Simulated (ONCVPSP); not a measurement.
# Potentials for Sn compared

Generated with ld1.x 7.5 (TM, RRKJ, ultrasoft, PAW), atompaw 4.2 or ONCVPSP 4.0.1. The cutoff is in Ry: for ld1.x and atompaw files where the sum of valence levels is converged to 10 mRy in a Bessel basis, for ONCV files where the hardest occupied wave has 1 mHa per electron of residual kinetic energy. The error is the largest all-electron minus pseudo excitation energy over each file’s own four to seven test configurations (ionisations up to +4, promotions, holes and added fractions of an electron), all of which were solved. The labels leave out finer settings (local radius, basis sizes, second energies), which also bear on the numbers. Spin-polarised tests are not counted. The rows are a selection from randomly drawn settings: files with unsolved tests, undetermined cutoffs or missed reference levels are left out.

A true bound ghost makes a file unfit for plane-wave use even where its test errors are small: the radial tests pick states by their node count and pass the ghost by.

```csv
potential,cutoff (Ry),largest error (meV),bound ghosts
"ONCV, PBEsol, scalar-relativistic, rc 1.30/1.50/1.55 (spd), local smoothed, core correction yes, reference 4s2 4p6 4d10 5s1 5p3, qcut 10.7/9.6/10.7, projectors 2/2/2",79,-4.2,none
"ONCV, LDA (Perdew-Wang 92), scalar-relativistic, rc 1.15/1.75/1.05 (spd), local smoothed, core correction yes, reference 4s2 4p6 4d10 5s1.5 5p2.5, qcut 10.6/7.9/8.1, projectors 3/2/3",231,-5.2,d
"ONCV, PBE, fully relativistic, rc 1.70/2.80/1.40 (spd), local smoothed, core correction yes, reference 4d10 5s1.5 5p2.5, qcut 3.8/3.1/10.6, projectors 2/2/3",134,-51,s
```

**Question.** Fill in the row for Sn: ONCV, LDA (Perdew-Wang 92), scalar-relativistic, rc 2.15/2.15/1.15 (spd), local d, core correction yes, reference 4d10 5s2 5p2, qcut 3.5/3.7/7.8, projectors 1/2/0.

**Answer.** cutoff 277 Ry, largest error -19 meV, bound ghosts: s.

**Question.** Fill in the row for Sn: ONCV, PW91, scalar-relativistic, rc 1.40/1.30/1.25 (spd), local smoothed, core correction no, reference 4s2 4p6 4d10 5s2 5p2, qcut 8.2/13.3/14.1, projectors 2/2/2.

**Answer.** cutoff 98 Ry, largest error -11 meV, bound ghosts: none.

**Question.** Fill in the row for Sn: ONCV, PBEsol, scalar-relativistic, rc 1.75/1.40/1.15 (spd), local d, core correction yes, reference 4p6 4d10 5s2, qcut 3.2/7.9/7.1, projectors 2/2/0.

**Answer.** cutoff 235 Ry, largest error -14 meV, bound ghosts: s.
